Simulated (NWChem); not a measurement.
InCl2F; SMILES [Cl][In]([Cl])[F]

```xyz
4

In     0.0000     0.0000    -0.2183
F      0.0000     0.0000    -2.1814
Cl     2.0559     0.0000     0.8921
Cl    -2.0559     0.0000     0.8921
```
Atoms are numbered in this order, from 1.

All runs: NWChem. Coordinates come from a PBE-D3(BJ)/def2-SVP optimisation. def2 effective core potentials on In; no spin-orbit coupling. Ions are spin-unrestricted doublets at the neutral geometry; other ion states weren't tried.

```
level               vertical ionisation energy, ΔSCF (eV)  −ε(HOMO) (eV)  ΔSCF minus −ε(HOMO) (eV)
------------------  -------------------------------------  -------------  ------------------------
B3LYP/def2-SVP                                      11.53           9.05                      2.48
LRC-wPBEh/def2-SVP                                  11.99          11.31                      0.68
M06-2X/def2-SVP                                     12.09          10.78                      1.31
```
